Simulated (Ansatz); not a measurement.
Cost and result for the atomization energy of BBrF (`F[B]Br`) radical (3 atoms, 2 bonds).

```xyz
3

F     0.069   -0.891    0.974
B     0.522   -0.008    0.139
Br   -0.591    0.899   -1.113
```

Charge 0, multiplicity 2. Correlated methods include outer-core shells of Br, which these sets cover unevenly. Scalar relativity is left out up to krypton. Geometry: relaxed with PBE0-D4/def2-TZVP. Program: Ansatz. All runs use 4 threads of an Arm Neoverse V1 on a shared host. Times are those of one run each, without the atoms' runs, and a repeat can differ threefold. Electronic energies, without spin–orbit coupling; frozen cores. CCSD(T)/CBS adds CCSD(T) − MP2 in def2-TZVPP to the MP2 limit, and its time is that of the two runs behind it. T1 = 0.013; ⟨S²⟩ of the reference is 0.76. With those shells the extrapolation isn't a true limit. HSE06 is the plane-wave form, built on full-range PBE exchange.

CCSD(T)/CBS is a level of theory with its own doubt, some kJ/mol a heavy atom from the limit and from the frozen cores, so smaller differences don't rank the functionals.

```
                             level  functions  wall time  atomization (kcal/mol)  difference from CCSD(T)/CBS  per bond
            LDA (SPW92)/def2-TZVPP        110      0.5 s                   283.2                         49.1      24.6
                BLYP-D4/def2-TZVPP        110     0.85 s                   238.0                          3.9       1.9
   PBE-D4/def2-TZVPP (with forces)        110     0.95 s                   249.2                         15.1       7.6
                PBE0-D4/def2-TZVPP        110      1.1 s                   240.1                          6.0       3.0
                  CCSD(T)/def2-SVP         60      1.1 s                   222.8                        -11.3      -5.7
           CAM-B3LYP-D4/def2-TZVPP        110      1.3 s                   236.1                          2.0       1.0
               HSE06-D4/def2-TZVPP        110      1.3 s                   240.4                          6.3       3.2
                 B2PLYP/def2-TZVPP        110      1.6 s                   234.1                          0.0       0.0
r2SCAN-D4/def2-TZVPP (with forces)        110      2.2 s                   244.9                         10.8       5.4
             r2SCANh-D4/def2-TZVPP        110      2.4 s                   241.4                          7.3       3.7
                    MP2/def2-QZVPP        203      3.4 s                   247.5                         13.4       6.7
                CCSD(T)/def2-TZVPP        110        7 s                   226.9                         -7.2      -3.6
                 CCSD(T)/CBS(def2)          –       10 s                   234.1                          0.0       0.0
```

In def2-TZVPP, CCSD(T) changes the Hartree–Fock value by +49.6 kcal/mol (the triples alone add +5.7 kcal/mol) and MP2 by +65.9 kcal/mol; breaking electron pairs costs correlation energy, which Hartree–Fock lacks. From BLYP to BHLYP (50 % exact exchange), in def2-TZVPP and without D4, the atomization energy moves by −13.6 kcal/mol: exact exchange takes away binding that semilocal exchange gives to molecules. At CCSD(T), def2-SVP lies −11.3 kcal/mol from the extrapolated value and def2-TZVPP −7.2 kcal/mol: correlation converges slowly with the basis, and small sets miss more of it in the bonded molecule than in its fragments.
